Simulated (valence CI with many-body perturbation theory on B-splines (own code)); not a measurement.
Energy levels of Xe15+

Calculated by configuration interaction combined with many-body perturbation theory (CI+MBPT): three valence electrons over a frozen Dirac-Fock core [Kr], radial functions for each j: 9 s, 9 p, 10 d, 8 f, 5 g, 3 h, 1 i, with the one-electron correlation potential Σ1 (screened to all orders), the two-electron term Σ2, the three-electron term Σ3, Breit, model QED; selected single and double excitations, second order for the rest (own B-spline code, finite nucleus).

No measured spectrum was set against this ion. As an estimate, terms of the open shell hold to 2 to 4 % of their energy, and close levels can change places. Only levels of the ground parity were solved; by the run's estimate the other parity begins above the list, which can be wrong where configurations are misplaced.

Levels 1 to 19 of 19, with energies above the lowest level, 4d³ ⁴F_3/2. "Leading %" is the weight of the configuration and term that name the level; weights of strongly mixed levels are sums over their largest components and can fall short. In the jj column 3d3/2^4 stands for four electrons in 3d with j = 3/2. Lifetimes count E1, E2, E3, M1 and M2 decay at the calculated energies, and are blank where another channel may lead or the interval is too uncertain; long ones can be off by a factor of two.

| No. | Configuration | Term | J | E (eV) | Leading % | Lifetime | g | Leading jj |
| --- | --- | --- | --- | --- | --- | --- | --- | --- |
| 1 | 4d³ | ⁴F | 3/2 | 0.000 | 84 |  | 0.475 | 4d3/2^3 (71 %) |
| 2 | 4d³ | ⁴F | 5/2 | 1.430 | 95 | 17.2 ms | 1.035 | 4d3/2^2 4d5/2 (90 %) |
| 3 | 4d³ | ⁴F | 7/2 | 2.604 | 86 | 32.7 ms | 1.194 | 4d3/2^2 4d5/2 (54 %) |
| 4 | 4d³ | ⁴F | 9/2 | 3.394 | 60 | 201 ms | 1.223 | 4d3/2^2 4d5/2 (63 %) |
| 5 | 4d³ | ⁴P | 3/2 | 3.589 | 51 | 9.97 ms | 1.421 | 4d3/2^2 4d5/2 (78 %) |
| 6 | 4d³ | ⁴P | 1/2 | 4.100 | 75 | 48.0 ms | 2.168 | 4d3/2^2 4d5/2 (95 %) |
| 7 | 4d³ | ²G | 7/2 | 5.432 | 84 | 4.14 ms | 0.941 | 4d3/2 4d5/2^2 (66 %) |
| 8 | 4d³ | ²H | 9/2 | 5.620 | 57 | 6.48 ms | 1.062 | 4d3/2 4d5/2^2 (48 %) |
| 9 | 4d³ | ⁴P | 5/2 | 5.867 | 91 | 12.7 ms | 1.561 | 4d3/2 4d5/2^2 (60 %) |
| 10 | 4d³ | ²D | 3/2 | 6.708 | 47 | 1.94 ms | 1.170 | 4d3/2 4d5/2^2 (93 %) |
| 11 | 4d³ | ²P | 1/2 | 7.142 | 75 | 4.22 ms | 1.166 | 4d3/2 4d5/2^2 (95 %) |
| 12 | 4d³ | ²H | 11/2 | 7.555 | 100 | 13.7 ms | 1.090 | 4d3/2 4d5/2^2 (100 %) |
| 13 | 4d³ | ²D | 5/2 | 8.265 | 92 | 3.59 ms | 1.206 | 4d3/2 4d5/2^2 (67 %) |
| 14 | 4d³ | ²G | 9/2 | 8.688 | 58 | 2.61 ms | 1.066 | 4d5/2^3 (78 %) |
| 15 | 4d³ | ²F | 5/2 | 9.606 | 87 | 6.79 ms | 0.907 | 4d3/2 4d5/2^2 (52 %) |
| 16 | 4d³ | ²F | 7/2 | 9.748 | 95 | 6.12 ms | 1.131 | 4d3/2 4d5/2^2 (87 %) |
| 17 | 4d³ | ²P | 3/2 | 9.805 | 58 | 1.94 ms | 1.190 | 4d5/2^3 (84 %) |
| 18 | 4d³ | ²D | 3/2 | 14.545 | 99 | 1.56 ms | 0.805 | 4d3/2 4d5/2^2 (83 %) |
| 19 | 4d³ | ²D | 5/2 | 14.798 | 85 | 918 μs | 1.173 | 4d5/2^3 (66 %) |

Names give the largest LS component (configuration and term), which can be under half, so a name can repeat, a term be missing and a line seem to break the LS rules; names also repeat where a configuration has a term twice.

The ionisation energy to 4d² ³F2 of the next ion comes out as 374.36 eV (NIST: 374 ± 3 eV (theoretical)). All 19 levels together are meant to be complete up to 15.389 eV.
